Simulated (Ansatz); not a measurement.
Reaction: H2Se (selane, SMILES [SeH2]) + H+ → H3Se+ (SMILES [SeH3+])
Each species at its own B3LYP-D3(BJ)/def2-TZVP minimum (Ansatz, a first-principles code).

Total energies in hartree (Ansatz). Radicals and triplets start from unrestricted determinants; spin-orbit coupling is neglected. Correlated methods leave the cores frozen (noble-gas shells, and filled d and f shells in the p block). No relativity.

```csv
species,HF/cc-pVTZ,CCSD(T)/cc-pVTZ,HF/cc-pVQZ,CCSD(T)/cc-pVQZ,CCSDT(Q)/cc-pVQZ
"1: H2Se (selane, SMILES [SeH2])",-2401.04843,-2401.24642,-2401.05216,-2401.26426,-2401.26524
2: H3Se+ (SMILES [SeH3+]),-2401.32830,-2401.52824,-2401.33224,-2401.54447,-2401.54540
```

Q: Work out the proton affinity (electronic), positive where energy is released in kcal/mol: take Hartree-Fock from cc-pVQZ, extrapolate the CCSD(T) correlation energy as X^-3 (X = 3, 4), and add CCSDT(Q) - CCSD(T) in cc-pVQZ. 1 hartree = 627.51 kcal/mol.

A: 
Species 1: correlation (64·(-0.21210) - 27·(-0.19799))/37 = -0.22240; step -0.00098; E1 = -2401.05216 + (-0.22240) + (-0.00098) = -2401.27554
H+ has no electrons: E = 0
Species 2: correlation (64·(-0.21223) - 27·(-0.19994))/37 = -0.22120; step -0.00093; E2 = -2401.33224 + (-0.22120) + (-0.00093) = -2401.55437
+1·E1 -1·E2 = 0.27883 hartree = 175.0 kcal/mol.
